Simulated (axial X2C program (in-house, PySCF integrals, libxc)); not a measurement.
Photoelectron levels of SeI⁻ by EOM-IP-CCSD

Computed with an in-house all-electron X2C program for linear molecules (integrals from PySCF): two-component X2C with atomic mean-field Coulomb and Gaunt terms, Gaussian nuclei, basis I dyall-acv3z, Se dyall-acv3z with contracted cores.

R = 2.352 Å (0.920 times 2.557 Å, the PBE0 minimum at charge -1 for the lowest determinant).

Vertical detachment energies of SeI⁻ to the states of SeI:

```tsv
Ω of SeI	vertical detachment energy (eV)	above lowest (cm⁻¹)	ionised spinor	one-hole weight
3/2	2.217	0	63% Se pπ, 18% I pπ, 11% I dπ	0.94
1/2	2.533	2542	67% Se pπ, 15% I pπ, 10% I dπ	0.94
3/2	5.353	25291	70% I pπ, 23% Se pπ	0.92
1/2	5.767	28632	59% I pπ, 18% Se pπ, 8% Se pσ	0.93
1/2	6.536	34835	40% I pσ, 30% Se pσ, 14% I pπ	0.93
```

Q: What is the splitting of the first π pair in the table, and is it regular or inverted?

A: E(3/2) − E(1/2) = 0 − 2542 = -2542 cm⁻¹ at EOM-IP-CCSD: inverted, Ω = 3/2 lower. Splittings at this level can be off by ten to twenty per cent.

This point took 10 s on 1 thread of Arm Neoverse V2, on a shared host.

Reference electrons by ω block (each with its −ω partner): 1/2: 28, 3/2: 13, 5/2: 3. 14 electrons of SeI⁻ correlated (inner shells frozen), 92 natural virtual spinors (a truncated set); levels can be off by some tenths of an eV. Roots sought by Ω: (1/2: 4, 3/2: 3, 5/2: 1); rows need 60 % one-particle weight and stop where some Ω has no more roots. Missing are any skipped roots, higher Ω and states of a further excitation; these come out far too high here and may in truth be low or lowest. T1 of the reference 0.009 (Lee–Taylor). Number of frozen shells: I 4 s, 3 p, 2 d; Se 3 s, 2 p, 1 d.
